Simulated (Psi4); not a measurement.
A dimer, CHF3 ··· C4H4S (SMILES FC(F)F and c1ccsc1); the first 5 atoms form monomer A.

```
14

F      1.2407    -0.3438    -0.2897
C     -0.0047     0.0044     0.0624
F     -0.8534    -0.9211    -0.4053
F     -0.2965     1.1786    -0.5141
H     -0.0861     0.0819     1.1468
C      0.3902    -1.1017    -3.6476
C     -0.6148    -0.1041    -3.7819
C     -0.0922     1.1486    -3.9280
S      1.6257     1.1215    -3.9030
C      1.6524    -0.5839    -3.6948
H      0.1834    -2.1545    -3.5219
H     -1.6754    -0.3090    -3.7705
H     -0.6191     2.0805    -4.0483
H      2.5910    -1.1075    -3.6190
```

**Question.** What interaction energy does SAPT0/jun-cc-pVDZ, frozen core run with Psi4 give, and which attractive term is the largest?

**Answer.** Total -0.38 kJ/mol: electrostatics -2.56, exchange 10.83, induction -0.65, dispersion -8.01. The most attractive term is dispersion.
